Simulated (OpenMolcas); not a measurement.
**BGeH5: a line through the functionals**

The species is BGeH5 (7 atoms), meant as a singlet with charge 0. SMILES: `[BH2][GeH3]`. Geometry: relaxed at PBE0-D4/def2-TZVP.

The vertical energy of the triplet above the singlet y, in eV, basis aug-cc-pVDZ; a is the functional's share of exact exchange. Programs: OpenMolcas 26.06.

| functional | program | a | y (eV) |
| --- | --- | --- | --- |
| revPBE | OpenMolcas | 0 | 3.28 |
| PBE | OpenMolcas | 0 | 3.28 |
| B3LYP | OpenMolcas | 0.2 | ? |
| PBE0 | OpenMolcas | 0.25 | 3.41 |
| BHLYP | OpenMolcas | 0.5 | 3.68 |

Question: Fit y = c + s·a to the known rows and predict B3LYP.

Answer: 
1. Means of the 4 rows: a = 0.1875, y = 3.413.
2. Σ(Δa)² = 0.17188, Σ(Δa·Δy) = 0.13313, so the slope is 0.13313/0.17188 = 0.77455.
3. Intercept: 3.413 − (0.77455) × 0.1875 = 3.268. The largest residual of the fit is 0.052.
4. B3LYP: 3.268 + (0.77455) × 0.2 = 3.42 eV.

The run gave 3.54 eV, so the prediction is off by -0.12 eV, more than the scatter of the fit. The rows mix families of semi-local functionals, which the line can't see.
